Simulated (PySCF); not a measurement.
C2H6BN, SMILES B/C=C\N (PBE0/def2-SVP optimised geometry):

```
10

B      1.412     0.566    -0.001
C      0.564    -0.678     0.000
C     -0.812    -0.678     0.000
N     -1.620     0.393     0.000
H      0.904     1.676    -0.003
H      2.623     0.516    -0.002
H      1.014    -1.676     0.000
H     -1.361    -1.630     0.000
H     -2.623     0.297    -0.001
H     -1.218     1.322    -0.001
```

Level of theory: PBE0/def2-TZVP run with PySCF.

Question: What are the frontier orbital energies and the dipole moment?

Answer: HOMO-2 -9.00 eV, HOMO-1 -8.50 eV, HOMO -6.48 eV, LUMO -1.26 eV, LUMO+1 0.79 eV; dipole moment 3.95 D.

On the same geometry PBE/def2-TZVP run with PySCF gives HOMO-2 -7.53 eV, HOMO-1 -7.06 eV, HOMO -5.49 eV, LUMO -2.16 eV, LUMO+1 -0.08 eV; dipole moment 4.07 D.

Meta-Löwdin charges at PBE0/def2-TZVP: B1 -0.11, C2 -0.32, C3 0.08, N4 -0.38, H5 -0.02, H6 0.01, H7 0.12, H8 0.12, H9 0.26, H10 0.26.
